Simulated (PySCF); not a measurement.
BH₂Br, SMILES BrB. Atoms are numbered in the order given.

```xyz
4

B      0.0000     0.0000     1.5596
H      0.0000     1.0471     2.1111
H      0.0000    -1.0471     2.1111
Br     0.0000     0.0000    -0.3434
```
Charge 0, spin multiplicity 1.

Geometry optimised at B3LYP-D3(BJ)/def2-TZVP.

Method: PBE0/pcSseg-2 in PySCF.

GIAO shieldings, no solvent; atoms alike by connectivity are averaged. δ = σ(ref) − σ: ¹¹B against BF3 (σ = 88.8 ppm); ¹H against TMS (σ = 31.54 ppm), references at their B3LYP-D3(BJ)/def2-TZVP geometries, non-relativistic (without spin–orbit terms, shifts of atoms bonded to Cl or Br come out too high).

Computed chemical shifts:
```
nucleus   atoms  count  δ (ppm)
-------  ------  -----  -------
¹¹B          B1      1     77.8
¹H       H2, H3      2     7.96
```
